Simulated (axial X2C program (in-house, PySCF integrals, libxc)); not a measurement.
**How the levels of ONdO (f(δφ)2 f(π)0 orbitals) move with the bond length**

Calculated with an axial X2C code built on PySCF integrals: two-component X2C with atomic mean-field Coulomb and Gaunt terms, basis O dyall-v3z, Nd dyall-v3z (cores contracted in-house). Orbitals come from Hartree–Fock averaged over the configuration Nd f(δφ)2 f(π)0; CI then distributes these electrons over the f(δφ), f(π) shells of Nd.

At O–Nd–O held linear, both bonds 1.755 Å:

```
Ω  energy (cm⁻¹)     g∥  configuration
4              0   6.07    100% f(δφ)2
5           2292  10.03    100% f(δφ)2
6           4491  14.00    100% f(δφ)2
0           5304   0.00    100% f(δφ)2
1           6503   3.76    100% f(δφ)2
1          12144   2.15    100% f(δφ)2
0          12176   0.00    100% f(δφ)2
2          12844   5.95    100% f(δφ)2
0          13318   0.00    100% f(δφ)2
0          15174   0.00    100% f(δφ)2
1          19055   2.01    100% f(δφ)2
4          21640   8.03    100% f(δφ)2
6          26691  12.01    100% f(δφ)2
0          27895   0.00    100% f(δφ)2
```

g∥ is the magnitude of 2⟨Lz + ge Sz⟩ for the +Ω component. The lowest 14 levels at most are listed.

At O–Nd–O held linear, both bonds 1.694 Å:

```tsv
Ω	energy (cm⁻¹)	g∥	configuration
4	0	6.06	100% f(δφ)2
5	2288	10.02	100% f(δφ)2
6	4462	14.00	100% f(δφ)2
0	5254	0.00	100% f(δφ)2
1	6356	3.79	100% f(δφ)2
1	12057	2.14	100% f(δφ)2
0	12079	0.00	100% f(δφ)2
2	12767	5.96	100% f(δφ)2
0	13103	0.00	100% f(δφ)2
0	14972	0.00	100% f(δφ)2
1	18878	2.01	100% f(δφ)2
4	21093	8.02	100% f(δφ)2
6	26896	12.01	100% f(δφ)2
0	27863	0.00	100% f(δφ)2
```

The lowest level lies 1349 cm⁻¹ above the lowest at the first distance.

(1) How does the gap from the lowest to the fifth level change between the two distances?

Dynamic correlation is missing, so gaps between terms are too wide and other configurations may lie lower; the lowest level listed is that of this model, not necessarily the ground state. At most 6 roots were kept for each Ω > 0 (twice that for Ω = 0) within 3.5 eV of the lowest, so higher up levels can be missing between those listed; levels with Ω > 0 are doubly degenerate and listed once, Ω = 0 levels singly. States that fill the shells left empty in the average are placed too high. The molecule was held linear; bending was not examined.

## Answers

(1) From 6503 to 6356 cm⁻¹, a factor of 0.98.
